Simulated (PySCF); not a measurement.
## Two-component Hartree-Fock for Ru³⁴⁺ (ruthenium, charge +34)

Start: [Ne]. Calculated with PySCF 2.14 in an uncontracted even-tempered set (17 s from 14 bohr⁻², ratio 2.4; 12 p from 18 bohr⁻², ratio 2.4; 5 d from 71 bohr⁻², ratio 2.6; 4 f from 110 bohr⁻², ratio 2.6): generalised Hartree-Fock with the X2C-1e Hamiltonian and a Gaussian nucleus; one run each with spin-orbit coupling (SO) switched off, then screened by Boettger's factors.

```json
{"spinor shell": "1s1/2", "electrons": "2", "ε, spin-free (eV)": "-24219.6", "ε, screened SO (eV)": "-24218.7", "weight of nominal j (screened SO)": "1.000", "rms radius, screened SO (bohr)": "0.0383"}
{"spinor shell": "2s1/2", "electrons": "2", "ε, spin-free (eV)": "-5128.7", "ε, screened SO (eV)": "-5128.5", "weight of nominal j (screened SO)": "1.000", "rms radius, screened SO (bohr)": "0.154"}
{"spinor shell": "2p1/2", "electrons": "2", "ε, spin-free (eV)": "-4801.3", "ε, screened SO (eV)": "-4895.6", "weight of nominal j (screened SO)": "1.000", "rms radius, screened SO (bohr)": "0.134"}
{"spinor shell": "2p3/2", "electrons": "4", "ε, spin-free (eV)": "-4801.3", "ε, screened SO (eV)": "-4757.6", "weight of nominal j (screened SO)": "1.000", "rms radius, screened SO (bohr)": "0.138"}
```

| quantity | spin-free | screened SO |
| --- | --- | --- |
| E (hartree) | -3580.95656 | -3581.50313 |
| M_J | 0 | 0 |
| ⟨J²⟩ | 0.000 | 0.000 |
| ⟨L²⟩ | 0.000 | 0.004 |
| ⟨S²⟩ | 0.000 | 0.004 |

Breit and QED terms are absent; they matter most for the inner s and p1/2 levels.

Densities and radii are taken from the X2C orbitals without a picture-change correction, which distorts them close to the nucleus.

Without spin-orbit coupling the j labels of p, d and f shells carry no meaning; the spin-free column gives the mean over the occupied spinors of each nl shell.
